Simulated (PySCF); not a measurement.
BrGe, SMILES [Br][Ge] (connectivity only; charge and spin as stated), neutral, multiplicity 2.

Geometry optimised at PBE0-D3(BJ)/def2-TZVP.

Level of theory: PBE0-D3(BJ)/def2-TZVP run with PySCF.

Frequencies are harmonic and unscaled.

```csv
mode,ν (cm⁻¹),IR (km/mol),moving atoms (share of kinetic energy)
1,297,38.8,"Ge 52 %, Br 48 %"
```
